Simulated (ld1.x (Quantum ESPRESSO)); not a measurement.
# technetium: what ld1.x (Quantum ESPRESSO) 7.5 does with a changed input

Command:

```bash
ld1.x < Tc.in > Tc.out
```

Input:

```
&input
   title='Tc', zed=43., rel=1, dft='PBESOL', iswitch=3, isic=1,
   config='[Kr] 4d4 5s0 5p0',
   nld=3, rlderiv=2.05, eminld=-5.0, emaxld=5.0, deld=0.02
 /
 &inputp
   pseudotype=3, lpaw=.true., tm=.true., lloc=-1, rcloc=1.55,
   nlcc=.true., new_core_ps=.true., rcore=1.30,
   which_augfun='PSQ', rmatch_augfun_nc=.true.,
   file_pseudopw='Tc.UPF', file_wfcaegen='ae.wfc', file_wfcncgen='nc.wfc', file_beta='beta', file_chi='chi', file_wfcusgen='us.wfc'
 /
6
5S  1  0   0.00   0.00  1.40  1.90  0.0
5S  1  0   0.00  -1.70  1.40  1.90  0.0
5P  2  1   0.00   0.00  1.00  1.25  0.0
5P  2  1   0.00   0.10  1.00  1.25  0.0
4D  3  2   4.00   0.00  1.50  1.75  0.0
4D  3  2   0.00  -1.80  1.50  1.75  0.0
 &test
   configts(1)='4d4 5s0 5p0'
 /
```

Output:

```
Program LD1 v.7.5

 %%%%%%%%%%%%%%%%%%%%%%%%%%%%%%%%%%%%%%%%%%%%%%%%%%%%%%%%%%%%%%%%%%%%%%%%%%%%%%
     Error in routine ld1_readin (1):
     SIC available with all-electron only
 %%%%%%%%%%%%%%%%%%%%%%%%%%%%%%%%%%%%%%%%%%%%%%%%%%%%%%%%%%%%%%%%%%%%%%%%%%%%%%

     stopping ...
```

This input was made by a single change from one that runs to its end. What was changed?

The change: self-interaction correction asked for in a generation. The program refuses the input: "ld1_readin: SIC available with all-electron only".
